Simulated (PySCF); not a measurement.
HZn, charge +1, multiplicity 1. Atoms are numbered in the order given.

```xyz
2

Zn     0.0000     0.0000    -0.0496
H      0.0000     0.0000     1.4894
```
Charge +1, spin multiplicity 1.

Geometry: PBE-D3(BJ)/def2-TZVPD. The multiplicity is an assumed one; other spin states were not compared.

Calculation: PySCF with PBE-D3(BJ)/def2-TZVPD.

Frequencies are harmonic and unscaled.

Computed normal modes with their intensities:
```json
[
 {"mode": "1", "ν (cm⁻¹)": "1847", "IR (km/mol)": "119.1", "moving atoms (share of kinetic energy)": "H 98 %"}
]
```
